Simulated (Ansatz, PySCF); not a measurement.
Ansatz (an electronic-structure program) was given this input:
Ansatz 0.2 input:
```yaml
crystal:
  periodic: [false, false, false]
  atoms:
    - {symbol: B, position_ang: [-0.57929735, 1.23469040, 0.54800039]}
    - {symbol: O, position_ang: [-1.39144833, -0.01119379, 0.25335119]}
    - {symbol: B, position_ang: [-0.71276192, -1.07949978, -0.10356768]}
    - {symbol: O, position_ang: [0.61272747, -1.17870312, -0.33219028]}
    - {symbol: B, position_ang: [1.37952710, 0.02974943, -0.32505831]}
    - {symbol: O, position_ang: [0.72703350, 1.07183848, 0.11902700]}
    - {symbol: H, position_ang: [-1.17280564, 2.10693703, -0.04258851]}
    - {symbol: H, position_ang: [-1.34754767, -2.07949506, -0.21519720]}
    - {symbol: H, position_ang: [2.49651289, -0.00767472, -0.66058948]}
basis:
  gaussian:
    orbitals: STO-3G
magnetization: {spin_polarized: true, initial_magnetization: 2}
correlation: {method: ccsd_t, electrons: outside_noble_gas}
accuracy: high
```

### Question
Convert this to an input for PySCF.

### Answer
Several could match; the one computed here: 
```python
from pyscf import gto, scf, cc

mol = gto.M(
    atom='''
B    -0.579297    1.234690    0.548000
O    -1.391448   -0.011194    0.253351
B    -0.712762   -1.079500   -0.103568
O     0.612727   -1.178703   -0.332190
B     1.379527    0.029749   -0.325058
O     0.727033    1.071838    0.119027
H    -1.172806    2.106937   -0.042589
H    -1.347548   -2.079495   -0.215197
H     2.496513   -0.007675   -0.660589
''',
    basis='sto-3g',
    charge=0,
    spin=2,
    verbose=4,
)

mf = scf.UHF(mol)
mf.kernel()

mycc = cc.CCSD(mf, frozen=6)
mycc.kernel()
et = mycc.ccsd_t()
print('E(CCSD(T)) = %.10f' % (mycc.e_tot + et))
```

Both were run: Ansatz gave -296.819087 Eh and PySCF -296.819002 Eh, 0.085 mEh apart.
